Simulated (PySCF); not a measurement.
A survey of 17O NMR shifts

Computed data (PySCF): PBE0/pcSseg-1 with gauge-including orbitals, GFN2-xTB geometry. One conformer, equivalent nuclei averaged, no relativistic terms, in vacuum.

Shieldings were converted by a linear fit to measured shifts: 17O: δ = 266.70 − 0.911σ (rms 10.7 ppm, 155 shifts, 12.2 ppm with the 3 outliers that the fit left out vs liquid water, solution or neat liquid). A few per cent of atoms miss by over 2 rms, more outside the fitted compound classes.

**Question.** Give the 17O shifts of `CCO[SiH2]O[C@@H]1C[C@H](F)O1`, `C=C/C([SiH2]C)=C(/C#N)OC`, `C=C1CO[C@@H](CC#N)C[SiH2]1`, `C=CC[SiH2]O/C(C#N)=C\C`.

**Answer.** 
```tsv
compound	environment	δ (ppm)
[CH3:1][CH2:2][O:3][SiH2:4][O:5][C@@H:6]1[CH2:7][C@H:8]([F:9])[O:10]1	O10: ether oxygen	118.9
[CH3:1][CH2:2][O:3][SiH2:4][O:5][C@@H:6]1[CH2:7][C@H:8]([F:9])[O:10]1	O5: oxygen bonded to C, Si	58.1
[CH3:1][CH2:2][O:3][SiH2:4][O:5][C@@H:6]1[CH2:7][C@H:8]([F:9])[O:10]1	O3: oxygen bonded to C, Si	2.2
C=C/C([SiH2]C)=C(/C#N)OC	ether oxygen	60.0
C=C1CO[C@@H](CC#N)C[SiH2]1	ether oxygen	31.6
C=CC[SiH2]O/C(C#N)=C\C	oxygen bonded to C, Si	47.8
```

**Question.** Match the shifts 714.3, 49.7, -6.5 ppm to `CO/C(=C/Cl)CF`, `CC#C[Si@@H](O)SC`, `O=C=C(F)F`.

**Answer.** 714.3: O=C=C(F)F (carbonyl oxygen); 49.7: CO/C(=C/Cl)CF (ether oxygen); -6.5: CC#C[Si@@H](O)SC (oxygen bonded to Si, H).
